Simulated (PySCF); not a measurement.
First SCF of a structure search on singlet IrS(OH), at a hand-made PBE0 minimum (heavy-atom frame) geometry. PySCF input:

```python
from pyscf import gto, scf, dft
mol = gto.M(atom='''
Ir     0.135311     0.041140    -0.064587
S     -1.852388    -0.095699     0.267460
O      1.914153    -0.255771     0.191498
H      2.476164    -0.749940     0.800570''',
    basis={'Ir': 'def2-SVP', 'S': 'def2-SVP', 'O': 'def2-SVP', 'H': 'def2-SVP'},
    ecp={'Ir': 'def2-SVP'},
    charge=0, spin=0)
mf = dft.RKS(mol, xc='PBE0')
mf.grids.atom_grid = (50, 194)
aux = {'Ir': 'def2-universal-JKFIT', 'S': 'def2-universal-JKFIT', 'O': 'def2-universal-JKFIT', 'H': 'def2-universal-JKFIT'}
mf = mf.density_fit(auxbasis=aux)
mf.conv_tol = 1e-08
mf.diis_space = 10
mf.max_cycle = 60
mf.init_guess = 'minao'
mf.verbose = 4
mf.kernel()
```

Excerpt of the output (cycles and frontier levels):

```
init E= -566.199756522144
  HOMO = -0.587496379718549  LUMO = -0.528681943292388  gap/eV = 1.60042
cycle= 1 E= -576.66121401855  delta_E= -10.5  |g|= 2.14  |ddm|= 8.27
  HOMO = 0.0995207316873224  LUMO = 0.149424886753598  gap/eV = 1.35796
cycle= 2 E= -566.126616045793  delta_E= 10.5  |g|=    6  |ddm|= 9.79
  HOMO = -0.182159426041397  LUMO = -0.115480737983776  gap/eV = 1.81442
cycle= 3 E= -577.572042938696  delta_E= -11.4  |g|= 1.16  |ddm|=  8.8
  HOMO = -0.221015890144  LUMO = -0.118395724755418  gap/eV = 2.79244
cycle= 4 E= -577.886322988901  delta_E= -0.314  |g|= 0.444  |ddm|= 1.03
  HOMO = -0.263270076576606  LUMO = -0.144419209833057  gap/eV = 3.23410
cycle= 5 E= -577.914436431244  delta_E= -0.0281  |g|= 0.272  |ddm|= 0.505
  HOMO = -0.262709646211717  LUMO = -0.144595468129166  gap/eV = 3.21405
cycle= 6 E= -577.929566003987  delta_E= -0.0151  |g|= 0.0395  |ddm|= 0.184
  HOMO = -0.262241914841712  LUMO = -0.141228550009218  gap/eV = 3.29294
cycle= 7 E= -577.929953648331  delta_E= -0.000388  |g|= 0.0128  |ddm|= 0.058
  HOMO = -0.262230533711492  LUMO = -0.141505107291212  gap/eV = 3.28511
cycle= 8 E= -577.93000329862  delta_E= -4.97e-05  |g|= 0.0037  |ddm|= 0.0173
  HOMO = -0.262131380526115  LUMO = -0.141267780232852  gap/eV = 3.28887
cycle= 9 E= -577.930007126437  delta_E= -3.83e-06  |g|= 0.000875  |ddm|= 0.00461
  HOMO = -0.262206200089286  LUMO = -0.141322378903433  gap/eV = 3.28942
cycle= 10 E= -577.930007656553  delta_E= -5.3e-07  |g|= 0.000456  |ddm|= 0.0029
  HOMO = -0.262193807267994  LUMO = -0.141322955525192  gap/eV = 3.28906
cycle= 11 E= -577.930007840656  delta_E= -1.84e-07  |g|= 0.000122  |ddm|= 0.00176
  HOMO = -0.262189667387668  LUMO = -0.14132195521656  gap/eV = 3.28898
cycle= 12 E= -577.930007876055  delta_E= -3.54e-08  |g|= 6.21e-05  |ddm|= 0.000792
  HOMO = -0.262188536188862  LUMO = -0.141325619480829  gap/eV = 3.28885
cycle= 13 E= -577.930007889784  delta_E= -1.37e-08  |g|= 5.08e-05  |ddm|= 0.00055
  HOMO = -0.262187642468817  LUMO = -0.1413253320496  gap/eV = 3.28883
cycle= 14 E= -577.930007895786  delta_E= -6e-09  |g|= 1.32e-05  |ddm|= 0.00049
  HOMO = -0.262187728374922  LUMO = -0.141325601428563  gap/eV = 3.28883
Extra cycle  E= -577.930007895745  delta_E= 4.02e-11  |g|= 3.45e-05  |ddm|= 6.82e-05
converged SCF energy = -577.930007895745
```

No lower solution of this spin was found by a stability analysis within the restricted form, which does not test spin polarisation.

With an element this heavy the missing spin–orbit coupling can shift these numbers.

The search for the lowest solution, with the stability check, took 3.8 s on 2 threads of a shared Arm Neoverse N1 host, with 69 basis functions; the process peaked at 0.3 GiB. Launch command: `OMP_NUM_THREADS=2 python axn.py task.json out`.
